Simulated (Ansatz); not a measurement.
Basis-set extrapolation for C$_{4}$F$_{8}$, SMILES `F/C(=C(\F)C(F)(F)F)C(F)(F)F` (PBE0-D4/def2-TZVP geometry, frozen core, Ansatz). Multiplicity 1, RHF reference.

|  | def2-TZVPP | def2-QZVPP |
| --- | --- | --- |
| HF | -947.354922 | -947.395161 |
| MP2 correlation | -2.582301 | -2.815824 |
| CCSD(T) correlation | -2.680374 | not run |

Energies in hartree. Use E(X) = E(∞) + A·exp(−7.88·√X) for Hartree–Fock and E(X) = E(∞) + B·X^(−2.97) for correlation, with X = 3 and 4, and add CCSD(T) minus MP2 of the smaller set to the MP2 limit.

Problem. What is the CCSD(T) energy at the basis-set limit?

Solution. HF limit: -947.395161 + (-0.040239) × 0.13774 = -947.40070. MP2 limit: -2.815824 + (-0.233523) × 0.74074 = -2.98880. Higher-order term: -2.680374 − (-2.582301) = -0.09807. Total: -950.48757 hartree, 283.8 kcal/mol below CCSD(T)/def2-TZVPP.
